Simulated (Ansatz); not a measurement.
Ansatz results at the PBE0-D4/def2-TZVP geometry: LUMO energy (ωB97M-V/def2-TZVPP) 0.77 eV; size of the dipole moment (B3LYP/def2-TZVPP) 2.39 D; HOMO–LUMO gap (PBE/def2-TZVPP) 4.95 eV.

Each molecule was computed in one conformer, which needn't be the lowest.

Q: Which molecule gave them?
A. `[CH3][Al]1[CH2]S[S]1`
B. `[F][Al]1[CH2][O]1`
C. `[Cl][GeH2][SiH2]Br`
D. `C[C](=S)[GeH3]`

A: C. The others give `C[C](=S)[GeH3]`: -0.16, 2.09, 1.87; `[F][Al]1[CH2][O]1`: 0.06, 1.77, 3.10; `[CH3][Al]1[CH2]S[S]1`: 0.83, 3.36, 2.74.

B3LYP here is the variant with VWN-RPA as its local correlation; programs differ in this.
